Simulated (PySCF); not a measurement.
1,2-dichlorocyclobutene (C4H4Cl2), SMILES ClC1=C(Cl)CC1. The structure is a stationary point at B3LYP-D3(BJ)/def2-SVP.

All values below come from B3LYP-D3(BJ)/def2-SVP in PySCF 2.14.0.

Harmonic wavenumbers (cm⁻¹): 150, 194, 235, 351, 510, 526, 546, 827, 899, 951, 1035, 1078, 1112, 1147, 1150, 1196, 1267, 1445, 1465, 1701, 3052, 3056, 3110, 3118. Rotational constants (GHz): 3.058, 1.789, 1.146; symmetry number 2.

Problem. Work out the zero-point energy and the ideal-gas rigid-rotor harmonic-oscillator thermochemistry at 298.15 K and 1 atm.

Solution. ZPE = ½ Σ hcν = ½ × 30123 cm⁻¹ = 43.06 kcal/mol. H − E(el) = 47.34 kcal/mol. Entropy in cal/(mol K): translation 40.33, rotation 26.95, vibration 10.50, total 77.78. G − E(el) = 24.14 kcal/mol. Cp = 22.15 cal/(mol K).
